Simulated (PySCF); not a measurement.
B(AsH2)2(F) (As2BFH4), SMILES FB([AsH2])[AsH2].

The structure is a stationary point at B3LYP-D3(BJ)/def2-SVP. This is a generated structure with no PubChem entry under its InChIKey; it may be hypothetical.

Two levels are set side by side: PBE/def2-TZVP (PySCF) and r2SCAN/def2-TZVP (PySCF). Same geometry, gas phase. Differences are taken from unrounded values.

```tsv
quantity	r2SCAN	PBE	PBE minus r2SCAN
orbital gap (eV)	4.31	3.80	-0.51
highest occupied level (eV)	-6.36	-6.10	0.27
lowest empty level (eV)	-2.05	-2.29	-0.24
dipole moment (D)	0.41	0.41	0.00
mean polarisability (bohr³)	79.4	81.4	2.0
```

Rough cost on one machine, each run with all the roots and properties that it gave: r2SCAN against PBE about 3 times.
